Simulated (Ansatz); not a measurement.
Several settings on one geometry of Cd2O2 (the lowest singlet isomer of a short search) (that of the charge 0 singlet, PBE-D4/def2-TZVP). Ansatz on 4 threads of Arm Neoverse V1 on a shared host; times are rough.

```
atom    x (Å)    y (Å)    z (Å)
 Cd1  -0.2759  -1.4574  -1.0603
 Cd2  -0.9117   1.3943  -0.7414
  O3   0.7382  -0.6159   0.8285
  O4   0.4494   0.6790   0.9732
```

Totals from different functionals, basis sets or treatments of relativity can't be compared as stabilities.

In the def2 sets Cd takes a core potential; there is no spin–orbit coupling. Correlated methods freeze 2 core orbitals; core or outer-core shells of Cd are correlated, in sets that lack core-valence functions.

At PBE-D4/def2-TZVP a triplet lies 0.66 eV below the restricted singlet of charge 0, at its own geometry.

**Question.** Give the basis size and estimate the energy, ⟨S²⟩ and time of these runs.

```json
{"run": "1", "method": "RKS ωB97X-V/def2-mTZVPP", "charge": "0", "state": "singlet", "further keys": "scf: {omitted_lower_state_checks: [starts]}"}
{"run": "2", "method": "RKS CAM-B3LYP-D3(BJ)-ATM/def2-TZVPD", "charge": "0", "state": "singlet", "further keys": "scf: {lower_state_search: off}"}
{"run": "3", "method": "RHF, mp2/def2-mTZVP", "charge": "0", "state": "singlet", "further keys": "scf: {omitted_lower_state_checks: [starts]}; forces asked"}
```

**Answer.** 
```tsv
run	functions	energy (Eh)	⟨S²⟩	wall time
1	114	-485.7808	–	11 s
2	160	-485.8072	–	1.4 s
3	114	-484.2173	–	3.9 s
```

The restricted singlet is unstable towards broken spin symmetry at other levels; at RKS ωB97X-V/def2-mTZVPP, RKS CAM-B3LYP-D3(BJ)-ATM/def2-TZVPD this wasn't settled. At RHF, mp2/def2-mTZVP the restricted singlet (for correlated methods, its reference) is unstable: a solution with broken spin symmetry lies lower.
